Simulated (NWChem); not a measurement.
All runs are NWChem calculations. System: C3H7FSi, charge 0, spin multiplicity 1, at a geometry optimised with B3LYP/def2-SVP. The structure started from a generated list of species. Level: MP2/def2-SVP, 9 core orbitals frozen.

Input file:

```
start mol
memory heap 200 mb stack 800 mb global 1000 mb
geometry units angstroms nocenter noautoz
  C      2.536038     0.380811     0.000000
  Si     0.676426     0.697191     0.000000
  C     -0.239504    -0.948427     0.000000
  C     -1.566032    -1.068135     0.000000
  F     -2.376882     0.001807     0.000000
  H      3.095177     1.330045     0.000000
  H      2.840258    -0.191123     0.891612
  H      2.840258    -0.191123    -0.891612
  H      0.292718     1.492413    -1.205441
  H      0.292718     1.492413     1.205441
  H      0.316359    -1.892574     0.000000
  H     -2.138515    -2.002486     0.000000
  symmetry group Cs
end
basis spherical
  * library def2-svp
end
scf
  rhf
  nopen 0
  maxiter 100
  thresh 1e-7
  semidirect memsize 60000000 filesize 0
end
mp2
  freeze core 9
end
task mp2 energy
```

Output (cleaned and shortened):

```
             Northwest Computational Chemistry Package (NWChem) 7.3.0
             --------------------------------------------------------

                                NWChem Input Module
                                -------------------

 Scaling coordinates for geometry "geometry" by  1.889725989
 (inverse scale =  0.529177249)

 Turning off AUTOSYM since
 SYMMETRY directive was detected!

                             Geometry "geometry" -> ""
                             -------------------------

 Output coordinates in angstroms (scale by  1.889725989 to convert to a.u.)

  No.       Tag          Charge          X              Y              Z
 ---- ---------------- ---------- -------------- -------------- --------------
    1 C                    6.0000     2.53603800     0.38081100     0.00000000
    2 Si                  14.0000     0.67642600     0.69719100     0.00000000
    3 C                    6.0000    -0.23950400    -0.94842700     0.00000000
    4 C                    6.0000    -1.56603200    -1.06813500     0.00000000
    5 F                    9.0000    -2.37688200     0.00180700     0.00000000
    6 H                    1.0000     3.09517700     1.33004500     0.00000000
    7 H                    1.0000     2.84025800    -0.19112300     0.89161200
    8 H                    1.0000     2.84025800    -0.19112300    -0.89161200
    9 H                    1.0000     0.29271800     1.49241300    -1.20544100
   10 H                    1.0000     0.29271800     1.49241300     1.20544100
   11 H                    1.0000     0.31635900    -1.89257400     0.00000000
   12 H                    1.0000    -2.13851500    -2.00248600     0.00000000

 Effective nuclear repulsion energy (a.u.)     214.8707328025

            Nuclear Dipole moment (a.u.)
            ----------------------------
        X                 Y               Z
 ---------------- ---------------- ----------------
     0.0000207870    -0.0000075589     0.0000000000

      Symmetry information
      --------------------

 Group name             Cs
 Group number              2
 Group order               2
 No. of unique centers    10

      Symmetry unique atoms

     1    2    3    4    5    6    7    9   11   12


 Summary of "ao basis" -> "" (spherical)
 ------------------------------------------------------------------------------
       Tag                 Description            Shells   Functions and Types
 ---------------- ------------------------------  ------  ---------------------
 *                          def2-svp                  on all atoms

 Summary of "ao basis" -> "ao basis" (spherical)
 ------------------------------------------------------------------------------
       Tag                 Description            Shells   Functions and Types
 ---------------- ------------------------------  ------  ---------------------
 C                          def2-svp                 6       14   3s2p1d
 Si                         def2-svp                 8       18   4s3p1d
 F                          def2-svp                 6       14   3s2p1d
 H                          def2-svp                 3        5   2s1p

                                 NWChem SCF Module
                                 -----------------

  ao basis        = "ao basis"
  functions       =   109
  atoms           =    12
  closed shells   =    24
  open shells     =     0
  charge          =   0.00
  wavefunction    = RHF
  use symmetry    = T
  symmetry adapt  = T

 Summary of "ao basis" -> "ao basis" (spherical)
[...]
   Bfn.  Coefficient  Atom+Function         Bfn.  Coefficient  Atom+Function
  ----- ------------  ---------------      ----- ------------  ---------------
     3      2.919862   1 C  s                25     -1.059712   2 Si px
    81     -0.924834   7 H  s                86     -0.924834   8 H  s
    76     -0.880305   6 H  s                18     -0.782032   2 Si s
    26      0.360635   2 Si py               17      0.270739   2 Si s
    39      0.196734   3 C  px              106      0.196574  12 H  s

 Vector   27  Occ=0.000000D+00  E= 1.896502D-01  Symmetry=a'
              MO Center= -4.3D-01, -1.9D+00, -2.0D-14, r^2= 5.7D+00
   Bfn.  Coefficient  Atom+Function         Bfn.  Coefficient  Atom+Function
  ----- ------------  ---------------      ----- ------------  ---------------
   101     -1.469976  11 H  s                35      1.344098   3 C  s
   106     -1.342923  12 H  s                49      0.885020   4 C  s
    54     -0.540760   4 C  py                3      0.525636   1 C  s
    39      0.452391   3 C  px               18     -0.381249   2 Si s
    81     -0.379253   7 H  s                86     -0.379253   8 H  s

 center of mass
 --------------
 x =  -0.20714216 y =  -0.00108222 z =   0.00000000

 moments of inertia (a.u.)
 ------------------
         208.381171301864        -196.915668978304           0.000000000000
        -196.915668978304         934.465278679815           0.000000000000
           0.000000000000           0.000000000000        1110.483307803802

  Mulliken analysis of the total density
  --------------------------------------

    Atom       Charge   Shell Charges
 -----------   ------   -------------------------------------------------------
    1 C    6     6.41   1.99  0.84  0.35  2.04  1.16  0.02
    2 Si  14    13.19   2.00  1.99  0.93  0.10  5.94  1.23  0.73  0.26
    3 C    6     6.48   1.99  0.87  0.38  2.02  1.19  0.03
    4 C    6     5.65   1.99  0.89  0.20  1.87  0.62  0.09
    5 F    9     9.33   1.99  1.12  0.81  3.34  2.06  0.01
    6 H    1     0.93   0.74  0.17  0.03
    7 H    1     0.94   0.74  0.17  0.03
    8 H    1     0.94   0.74  0.17  0.03
    9 H    1     1.14   0.75  0.38  0.01
   10 H    1     1.14   0.75  0.38  0.01
   11 H    1     0.92   0.74  0.16  0.03
   12 H    1     0.93   0.75  0.15  0.03

       Multipole analysis of the density wrt the origin
       ------------------------------------------------

     L   x y z        total         open         nuclear
     -   - - -        -----         ----         -------
     0   0 0 0      0.000000      0.000000     48.000000

     1   1 0 0      0.415460      0.000000      0.000021
     1   0 1 0     -0.714500      0.000000     -0.000008
     1   0 0 1     -0.000000      0.000000      0.000000

     2   2 0 0    -29.511654      0.000000    505.157879
     2   1 1 0      2.482527      0.000000    111.938270
     2   1 0 1      0.000000      0.000000      0.000000
     2   0 2 0    -26.979500      0.000000    120.724107
     2   0 1 1     -0.000000      0.000000      0.000000
     2   0 0 2    -30.175436      0.000000     16.055933

                   NWChem MP2 Semi-direct Energy/Gradient Module
                   ---------------------------------------------

  Basis functions       =    109
  Molecular orbitals    =    109
  Frozen core           =      9
  Frozen virtuals       =      0
  Active alpha occupied =     15
  Active beta occupied  =     15
  Active alpha virtual  =     85
  Active beta virtual   =     85
  Use MO symmetry       = T
  Use skeleton AO sym   = T

  AO/Fock/Back tols     =   1.0D-09  1.0D-09  1.0D-09

 GA uses MA = F    GA memory limited = T

 Available:
  local mem=  1.15D+08
 global mem=  1.31D+08
 local disk=  0.00D+00
  mp2_memr nvloc                    85
  nvloc new                    85
   1 passes of  15:        3145728                      56749                  23702495.
   1 passes of  15: M    114683677           G      131048238           F     111537949.

 Semi-direct pass number   1 of   1  for RHF alpha+beta  at        3.4s
  vrange nnbf                  5463
  mp2_eaftype                    90  avail_ma_in_mb                   999
 EAF : mp2_eaftype filesize          90   11851247.
  mp2_eaf for mointskh                     90
Node 0 wrote     55.7 Mb in      0.0 s     Agg I/O rate:  1583.1 Mb/s
 Done moints_semi at        8.7s
  mp2_eaftype                    90  avail_ma_in_mb                   909
 EAF : mp2_eaftype filesize          90   11851247.
  mp2_eaf for kh                    90
 Done maket at        9.2s
 Done multipass loop at        9.2s

          -------------------------------------------
          SCF energy                -505.775158541523
          Correlation energy          -0.691536822963
          Singlet pairs               -0.448406267502
          Triplet pairs               -0.243130555461
          Total MP2 energy          -506.466695364486
          -------------------------------------------

          ---------------------------------------------------
                    Spin Component Scaled (SCS) MP2
          Same spin pairs                     -0.162087036974
          Same spin scaling factor             0.333333333333
          Opposite spin pairs                 -0.529449785989
          Opposite spin scaling fact.          1.200000000000
          SCS-MP2 correlation energy          -0.689368755512
          Total SCS-MP2 energy              -506.464527297034
          ---------------------------------------------------

 -----------------------
 Performance information
 -----------------------

 Timer overhead =  2.55D-07 seconds/call

               Nr. of calls         CPU time (s)                 Wall time (s)                GFlops
             ---------------    -------------------     ------------------------------   -------------------
Name         Min   Avg   Max    Min     Avg     Max     Min     Avg     Max   Mx/calls   Min     Max     Sum
mp2: moin     1     1     1    5.2     5.2     5.2      5.2     5.2     5.2     5.2      0.0     0.0     0.0
mp2: make     1     1     1   0.51    0.51    0.51     0.51    0.51    0.51    0.51      0.0     0.0     0.0
mp2: tota     1     1     1    5.8     5.8     5.8      5.8     5.8     5.8     5.8      0.0     0.0     0.0

 The average no. of pstat calls per process was 3.00D+00
 with a timing overhead of 7.65D-07s

 Task  times  cpu:        9.1s     wall:        9.1s

 Total times  cpu:        9.2s     wall:        9.2s
```
